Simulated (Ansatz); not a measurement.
`[Cl][In]([Cl])[SeH]` + ethane → `C[CH2][In]([Cl])[Cl]` + H₂Se at 298.15 K and 1 bar (formal exchange of groups at the In–Se bond).

Isolated molecules relaxed with PBE0-D4/def2-TZVP in Ansatz; ΔE leaves out vibrations. CCSD(T)/CBS is the MP2 limit (def2-TZVPP, def2-QZVPP) plus CCSD(T) − MP2 in def2-TZVPP, frozen cores. This one scheme is used for every species. Elements past krypton have def2 core potentials. For In, Se outer-core shells are correlated without core-valence functions, which leaves a few kJ/mol of doubt a bond. Scalar relativity is left out up to krypton. Each species was taken in one conformer, which may not be the lowest.

| species | CCSD(T)/CBS energy (Eh) | H − E (kJ/mol) | S (J/(mol·K)) |
| --- | --- | --- | --- |
| `[Cl][In]([Cl])[SeH]` | -3510.81908 | 47.9 | 379.5 |
| `CC` | -79.71954 | 207.7 | 227.7 |
| `C[CH2][In]([Cl])[Cl]` | -1188.59496 | 199.8 | 406.5 |
| H₂Se | -2401.89790 | 45.8 | 219.1 |

H − E and S are ideal-gas, rigid-rotor, harmonic terms from PBE0-D4/def2-TZVP, for one conformer and one mirror image of each species. 1 Eh = 2625.50 kJ/mol, R = 8.31446 J/(mol·K).

By hand: ΔE, ΔH, ΔS and ΔG.

ΔE = (-1188.59496) + (-2401.89790) − (-3510.81908) − (-79.71954) = 0.04576 Eh = 120.1 kJ/mol. Δ(H − E) = 199.8 + 45.8 − 47.9 − 207.7 = -10.0, so ΔH = 110.1 kJ/mol. ΔS = 406.5 + 219.1 − 379.5 − 227.7 = 18.4 J/(mol·K). ΔG = 110.1 − 298.15 × (18.4)/1000 = 104.6 kJ/mol.

By hand: the equilibrium constant, and the temperature at which ΔG would vanish if ΔH and ΔS stayed fixed.

log₁₀ K = −ΔG/(RT ln 10) = -18.3. ΔG = 0 at ΔH/ΔS = 5984 K, far beyond where these terms or the molecules hold.

ΔH outweighs TΔS. A doubt of 5 kJ/mol in ΔE shifts log₁₀ K by 0.9 here. Other conformers and mirror images would add mixing entropy, several J/(mol·K) or more a flexible species. Modes under 60 cm⁻¹, often nearly free rotors, make the harmonic entropy too high. These are equilibria of isolated gas molecules and say nothing of rates. Largest T1 diagnostic: 0.012 (customary marks: 0.02 for closed shells, 0.045 for open ones).
